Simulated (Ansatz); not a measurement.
Start from `C[CH2][Al]([NH2])[F]` and change one atom or group to get `[NH2][Al]([F])[SH]`.

Ansatz, PBE0-D4/def2-TZVP geometries, multiplicity 1. Each molecule was computed in one conformer, which needn't be the lowest.

| property | `C[CH2][Al]([NH2])[F]` |
| --- | --- |
| LUMO energy (PBE/def2-TZVPP) / eV | -0.81 |
| HOMO energy (PBE/def2-TZVPP) / eV | -6.12 |
| zero-point energy (PBE0-D4/def2-TZVP) / kJ/mol | 244.5 |
| HOMO–LUMO gap (B3LYP/def2-TZVPP) / eV | 6.97 |
| LUMO energy (PBE0/def2-TZVPP) / eV | -0.01 |
| LUMO energy (B3LYP/def2-TZVPP) / eV | -0.32 |

Problem. Give the same properties after the change, and the shifts. (Best estimate.)

Solution. The calculation gave: 
```tsv
property	`[NH2][Al]([F])[SH]`	shift
LUMO energy (PBE/def2-TZVPP) / eV	-1.24	-0.43
HOMO energy (PBE/def2-TZVPP) / eV	-6.24	-0.12
zero-point energy (PBE0-D4/def2-TZVP) / kJ/mol	99.3	-145.2
HOMO–LUMO gap (B3LYP/def2-TZVPP) / eV	6.61	-0.36
LUMO energy (PBE0/def2-TZVPP) / eV	-0.41	-0.40
LUMO energy (B3LYP/def2-TZVPP) / eV	-0.71	-0.39
```

With PBE0 the HOMO falls by 0.05 eV and the LUMO falls by 0.40 eV, so the gap narrows by about 0.35 eV. PBE moves the HOMO by -0.12 eV and ωB97M-V by 0.13 eV. The zero-point energy changes by -145.2 kJ/mol with -15 modes.

B3LYP here is the variant with VWN-RPA as its local correlation; programs differ in this.
